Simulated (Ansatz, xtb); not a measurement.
Stretching the Si2–H4 bond in Cl2H2Si (SMILES Cl[SiH2]Cl) (multiplicity 1 held, fragments rigid). Energies count from the point at 1.470 Å.
Geometry at that point (charge 0, multiplicity 1):
```xyz
5

Cl    -1.67607     0.43374    -0.00367
Si    -0.01147    -0.76596     0.02371
Cl     1.68829     0.38282    -0.02160
H     -0.01655    -1.54121     1.27269
H     -0.03073    -1.61676    -1.17494
```

Unrestricted levels (U-) break spin symmetry where that is lower. Active spaces are followed from a long bond inwards. Levels need not reach the same state.

Correlated levels freeze the cores.

The values were computed with Ansatz (Gaussian basis) for Hartree–Fock, density functionals and correlated methods; xtb for the GFN methods. Each number belongs to the level named beside it. The GFN methods have no spin term and hold the electronic entropy of 300 K.

What energy at R = 4.704 Å does GFN2-xTB give?

106.9 kcal/mol

Give the energy at R = 4.704 Å at the level FIC-MRCISD on CASSCF(2,2)/cc-pV(T+d)Z.

94.1 kcal/mol

What is the computed energy at R = 4.704 Å (U-PBE/cc-pV(T+d)Z)?

89.0 kcal/mol

Doubts at one or more of the structures used: a spin-contaminated determinant (U-PBE/cc-pV(T+d)Z).

Ansatz is a first-principles code.
